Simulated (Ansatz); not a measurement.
Consider the homolysis of the C–I bond: `COCI` → `[CH2]OC`• + I•.

Gas-phase electronic energies from Ansatz, PBE0-D4/def2-TZVP geometries. CCSD(T)/CBS is the MP2 limit (def2-TZVPP, def2-QZVPP) plus CCSD(T) − MP2 in def2-TZVPP, frozen cores. DFT in def2-TZVPP. B3LYP here is the variant with VWN-RPA as its local correlation; programs differ in this. No spin–orbit coupling; open shells (•) take unrestricted orbitals. Spin–orbit coupling would lower the free atoms: strongly for I. Elements past krypton have def2 core potentials. Bonds to I are less sure, by a few kJ/mol each and by 10 to 20 or more in all where they break to atoms, as the def2 sets lack core-valence functions. Each species was taken in one conformer, which may not be the lowest.

`COCI`:

Z-matrix (Å, degrees):
```
C
O 1 1.411
H 1 1.096 2 110.9
H 1 1.088 2 106.9 3 -119.5
H 1 1.095 2 110.4 3 121.1
C 2 1.354 1 114.7 3 -55.2
I 6 2.211 2 113.9 1 -72.3
H 6 1.085 2 109.4 1 172.3
H 6 1.092 2 114.0 1 45.3
```

`[CH2]OC`•:

```xyz
8

C     0.638   -0.444   -1.059
O     0.197   -0.753    0.174
C    -0.559    0.257    0.801
H     0.738    0.604   -1.327
H     1.256   -1.206   -1.511
H     0.022    1.183    0.886
H    -0.814   -0.101    1.797
H    -1.477    0.461    0.239
```

Problem. What is ΔE at CCSD(T)/CBS? (Best estimate.)

Solution. The calculation gave: +273.3 kJ/mol.

Problem. What do these levels give: PBE-D4, r2SCAN0-D4, B3LYP, r2SCANh, r2SCAN0, MP2/CBS(def2)? (Best estimate.)

Solution. The calculation gave: PBE-D4 271.7, r2SCAN0-D4 240.2, B3LYP 233.1, r2SCANh 244.9, r2SCAN0 237.8, MP2/CBS(def2) 298.1 kJ/mol.

Largest T1 diagnostic among the species: 0.016.

From BLYP to BHLYP (50 % exact exchange), in def2-TZVPP and without D4, ΔE moves by −16.8 kJ/mol: exact exchange takes away binding that semilocal exchange gives to molecules. The D4 term adds +13.8 kJ/mol with B3LYP and +7.2 kJ/mol with PBE0; it sums over pairs of atoms, weighted by their polarisabilities, and B3LYP, whose exchange is more repulsive, gets the larger term. In def2-TZVPP, CCSD(T) changes the Hartree–Fock value by +129.9 kJ/mol (the triples alone add +16.8 kJ/mol) and MP2 by +154.7 kJ/mol; breaking electron pairs costs correlation energy, which Hartree–Fock lacks.
